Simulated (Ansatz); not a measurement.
```xyz
12

C     1.411    0.739    1.686
N     1.005    0.938    0.512
Si    0.390   -0.241   -0.598
O     0.468   -1.809   -0.073
Si   -1.868    0.275   -0.925
H     1.455   -0.253    2.161
H     1.749    1.578    2.305
H     1.211   -0.086   -1.830
H     1.268   -2.302   -0.257
H    -2.011    1.665   -1.434
H    -2.602    0.157    0.364
H    -2.476   -0.660   -1.910
```

Total charge 0; spin multiplicity 1.

(1) List the PBE0/def2-TZVPP orbital energies in eV (the Gaussian-basis code of Ansatz). (Estimate.)

## Answers

(1) Ansatz gave: Occupied: -1803.11, -1802.27, -522.82, -391.17, -279.76, -145.33, -144.66, -100.02, -99.98, -99.97, -99.30, -99.30, -99.30, -28.24, -25.27, -17.66, -15.85, -14.69, -13.93, -12.99, -11.71, -10.38, -10.20, -9.74, -9.63, -9.43, -8.00, -7.18. Lowest empty: -1.03, -0.13, 0.61, 1.21, 1.55, 1.73, 2.14, 2.36.
